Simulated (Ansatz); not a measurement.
One change: `[Cl][Ti]([Cl])([Cl])[Br]` becomes `[OH][Ti]([Cl])([Cl])[Cl]`.

Ansatz, PBE0-D4/def2-TZVP geometries, multiplicity 1. Each molecule was computed in one conformer, which needn't be the lowest.

Scalar relativity is left out up to krypton.

```csv
property,`[Cl][Ti]([Cl])([Cl])[Br]`
size of the dipole moment (B3LYP/def2-TZVPP) / D,0.16
LUMO energy (B3LYP/def2-TZVPP) / eV,-3.93
HOMO–LUMO gap (B3LYP/def2-TZVPP) / eV,4.96
HOMO energy (PBE0/def2-TZVPP) / eV,-9.17
size of the dipole moment (PBE/def2-TZVPP) / D,0.18
HOMO energy (PBE/def2-TZVPP) / eV,-7.89
```

Q: Give the same properties after the change, and the shifts. (An estimate is asked.)

A: Ansatz gave: 
```json
{"property": "size of the dipole moment (B3LYP/def2-TZVPP) / D", "`[OH][Ti]([Cl])([Cl])[Cl]`": "2.51", "shift": "2.35"}
{"property": "LUMO energy (B3LYP/def2-TZVPP) / eV", "`[OH][Ti]([Cl])([Cl])[Cl]`": "-3.47", "shift": "0.46"}
{"property": "HOMO–LUMO gap (B3LYP/def2-TZVPP) / eV", "`[OH][Ti]([Cl])([Cl])[Cl]`": "5.50", "shift": "0.54"}
{"property": "HOMO energy (PBE0/def2-TZVPP) / eV", "`[OH][Ti]([Cl])([Cl])[Cl]`": "-9.25", "shift": "-0.08"}
{"property": "size of the dipole moment (PBE/def2-TZVPP) / D", "`[OH][Ti]([Cl])([Cl])[Cl]`": "2.51", "shift": "2.33"}
{"property": "HOMO energy (PBE/def2-TZVPP) / eV", "`[OH][Ti]([Cl])([Cl])[Cl]`": "-7.89", "shift": "0.00"}
```

With PBE0 the HOMO falls by 0.08 eV and the LUMO rises by 0.49 eV, so the gap widens by about 0.57 eV. PBE moves the HOMO by 0.00 eV and ωB97M-V by -0.12 eV. The zero-point energy changes by 29.3 kJ/mol with +3 modes. Dipoles are sizes alone; their direction can turn.

B3LYP here is the variant with VWN-RPA as its local correlation; programs differ in this.

Spin–orbit coupling is left out; it splits and shifts lone-pair levels of the heavy atoms by tenths of an eV.
